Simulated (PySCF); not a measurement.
TeClI, SMILES Cl[Te]I. The structure is a stationary point at B3LYP-D3(BJ)/def2-SVP. The def2 effective core potentials stand for the cores of I, Te; spin–orbit coupling is left out.

Question: Give the equilibrium geometry at B3LYP-D3(BJ)/def2-SVP (PySCF confirms it by a frequency run) as Cartesian coordinates in Å, and its point group. (The exact figures need the calculation; the answer reports its results.)

Answer: point group Cs.
```xyz
3

Te     0.6712    -0.9589     0.0000
Cl    -1.4084    -2.1434     0.0000
I     -0.2068     1.6283     0.0000
```
Charge 0, spin multiplicity 1.
